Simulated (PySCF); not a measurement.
Radial density of Be (beryllium, neutral)

UHF, [He] 2s1 2p1, high-spin 3P determinant (an excited configuration). All numbers are calculated (PySCF 2.14, no relativity, point nucleus, in cc-pVQZ (5s4p3d2f1g, 55 functions)).

| r (bohr) | 4πr²ρ (e/bohr) | 4πr²(ρα − ρβ) |
| --- | --- | --- |
| 0.00630 | 0.01653 | 0.0004 |
| 0.0106 | 0.04512 | 0.0010 |
| 0.0178 | 0.1206 | 0.0026 |
| 0.0300 | 0.3096 | 0.0066 |
| 0.0504 | 0.7454 | 0.0156 |
| 0.0848 | 1.608 | 0.0330 |
| 0.143 | 2.902 | 0.0565 |
| 0.240 | 3.906 | 0.0665 |
| 0.404 | 3.276 | 0.0403 |
| 0.679 | 1.336 | 0.0636 |
| 1.14 | 0.5046 | 0.3618 |
| 1.92 | 0.7343 | 0.7323 |
| 3.23 | 0.4772 | 0.4772 |
| 5.43 | 0.07041 | 0.0704 |
| 9.14 | 0.001308 | 0.0013 |
